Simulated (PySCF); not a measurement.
Calculation: PBE-D3(BJ)/def2-TZVP // r2SCAN-D4/def2-TZVP (PySCF). All species are isolated molecules in the gas phase. 

Reference species (SMILES): `Br[SiH2]Br` (neutral, multiplicity 1).

The LUMO is -1.54 eV. The HOMO is -7.34 eV and the S1 oscillator strength is 0.011.

Changed species: `Br[Si](Br)(Br)Br` (0 of 4 Br replaced by H; the reference has 2 of 4 Br replaced by H).

Task: Predict the effect on the LUMO, HOMO and S1 oscillator strength.

Result: the LUMO falls by 1.03 eV, to -2.57 eV; the HOMO decreases by 0.06 eV, to -7.40 eV; the S1 oscillator strength falls by 0.011, to 0.000.
